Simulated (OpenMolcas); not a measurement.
Computed levels of Zr

```json
{"Program": "OpenMolcas", "Method": "MS-CASPT2, IPEA 0.25 Eh, imaginary shift 0.1 Eh (closed shells correlated: 4s 4p)", "Basis": "ANO-RCC-VQZP [8s7p5d3f2g1h]", "Scalar Hamiltonian": "DKH2, point nucleus", "Active space": "4 electrons in 6 orbitals (4d 5s)", "State averaging": "2S+1 = 3 even, 71 roots; 2S+1 = 5 even, 15 roots kept (CI in the orbitals of an earlier block); 2S+1 = 1 even, 55 roots kept (CI in the orbitals of an earlier block)", "Spin-orbit coupling": "state interaction with AMFI integrals over the reference wave functions, term energies averaged over their components"}
```

With spin-orbit coupling, above the lowest level:

| Configuration | Term | J | E (cm-1) | Measured (cm-1) | Term weight % | Second |
| --- | --- | --- | --- | --- | --- | --- |
| 4d2 5s2 | 3F | 2 | 0.0 | 0.0 | 92 | 7 1D |
| 4d2 5s2 | 3F | 3 | 525 | 570 | 100 |  |
| 4d2 5s2 | 3F | 4 | 1040 | 1241 | 99 |  |
| 4d2 5s2 | 1D | 2 | 1502 |  | 79 | 8 3F |
| 4d3 5s | 3P(1) | 0 | 2500 |  | 100 |  |
| 4d3 5s | 3P(1) | 1 | 2660 |  | 100 |  |
| 4d3 5s | 3P(1) | 2 | 3020 |  | 94 | 5 4d2 5s2 1D |
| 4d3 5s | 5F | 1 | 3360 | 4871 | 100 |  |
| 4d3 5s | 5F | 2 | 3510 | 5023 | 100 |  |
| 4d3 5s | 5F | 3 | 3740 | 5249 | 100 |  |
| 4d3 5s | 5F | 4 | 4030 | 5541 | 100 |  |
| 4d3 5s | 5F | 5 | 4380 | 5889 | 100 |  |
| 4d2 5s2 | 1G | 4 | 4760 | 8057 | 83 | 16 4d3 5s 1G |
| 4d3 5s | 3F(1) | 2 | 8920 |  | 99 |  |
| 4d3 5s | 3F(1) | 3 | 9270 |  | 97 | 2 3G |
| 4d3 5s | 3F(1) | 4 | 9720 |  | 95 | 4 3G |
| 4d3 5s | 5P | 1 | 9970 | 10885 | 99 |  |
| 4d3 5s | 5P | 2 | 10100 | 11017 | 98 |  |
| 4d3 5s | 5P | 3 | 10320 | 11258 | 99 |  |
| 4d3 5s | 3G | 3 | 10620 | 12503 | 98 | 2 3F(1) |
| 4d3 5s | 3G | 4 | 10790 | 12761 | 94 | 4 3F(1) |
| 4d3 5s | 3G | 5 | 10950 | 12773 | 97 |  |
| 4d3 5s | 3D(1) | 1 | 12620 |  | 93 | 2 1P |
| 4d3 5s | 3D(1) | 2 | 12820 |  | 93 | 5 3P(3) |
| 4d3 5s | 3D(1) | 3 | 13140 |  | 99 |  |
| 4d3 5s | 3H | 4 | 13200 |  | 97 |  |
| 4d3 5s | 3H | 5 | 13390 |  | 98 | 2 3G |
| 4d3 5s | 3H | 6 | 13520 |  | 100 |  |
| 4d3 5s | 3P(3) | 0 | 13670 |  | 73 | 26 3P(2) |
| 4d3 5s | 3P(3) | 1 | 13940 |  | 93 | 3 3P(2) |
| 4d3 5s | 3P(3) | 2 | 14090 |  | 82 | 11 3P(2) |
| 4d3 5s | 3P(2) | 1 | 14140 |  | 89 | 6 1P |
| 4d3 5s | 3P(2) | 0 | 14210 |  | 73 | 26 3P(3) |
| 4d3 5s | 3P(2) | 2 | 14590 |  | 89 | 9 3P(3) |
| 4d3 5s | 1P | 1 | 15920 |  | 90 | 6 3P(2) |
| 4d3 5s | 1G | 4 | 16190 |  | 81 | 16 4d2 5s2 1G |
| 4d3 5s | 1D(1) | 2 | 16690 |  | 88 | 9 4d2 5s2 1D |
| 4d3 5s | 1H | 5 | 16880 |  | 100 |  |
| 4d3 5s | 3F(2) | 4 | 18200 |  | 99 |  |
| 4d3 5s | 3F(2) | 3 | 18230 |  | 100 |  |

Against the 14 measured excited levels shown (NIST Handbook of Basic Atomic Spectroscopic Data) the mean absolute deviation is 1400 cm-1; the largest miss in energy is 4d2 5s2 1G4: computed 4760, measured 8057 cm-1 (-41.0 %).

Spin-orbit coupling puts the lowest level 660 cm-1 below the lowest spin-free term.

For 3F the intervals divided by the larger J are 175.1, 128.5 cm-1. Landé's interval rule makes them equal in pure LS coupling; they differ by 31 % of their mean. The multiplet is regular.

Term energies are means over components that CASPT2 splits; among the terms shown or strongly mixed into the levels shown the widest spread is 1700 cm-1 (4d2 5s2 1G). Over all roots computed the reference weight is 0.84 to 0.91; the roots of lowest weight are the least certain, and an intruder state may touch them. Blocks of more than 70 roots (2S+1 = 3 even) ran without multistate coupling. Terms from blocks run as CI alone lack orbitals of their own. Configurations are named by rounded mean occupations; where the s occupation lies near a half they are strongly mixed, a name can repeat and a true partner stay unpaired. A single d shell beside an s shell can misplace configurations of different d count against each other. The CASPT2 spread within a term exceeds the gap to the next term for 4d2 5s2 3F and 4d2 5s2 1D, 4d3 5s 5F and 4d2 5s2 1G, 4d3 5s 1P and 4d3 5s 1G and others, so the order of their levels is uncertain, and so are names and mixing where such terms share a J. Some terms miss by over 15 % even with CASPT2, which points to a basis or an active space too small for the shells correlated. Measured partners are found by configuration, term and J. A level has none where our copy of the source lacks it or the pairing is in doubt (some pairs that miss far off the trend of their configuration count as doubtful), and it then counts in no deviation. Levels of configurations outside the active space are missing. The first state left out of the spin-orbit step lies near 37000 cm-1 above the lowest spin-free state of the reference (among the parities and spins computed), and the list stops at four fifths of that energy or lower. The table shows the lowest 40 of 55 levels.

The term weight is that of the spin-free term in the level, not the purity of its configuration. A number in round brackets counts repeated terms of one configuration in the order of the reference energies.
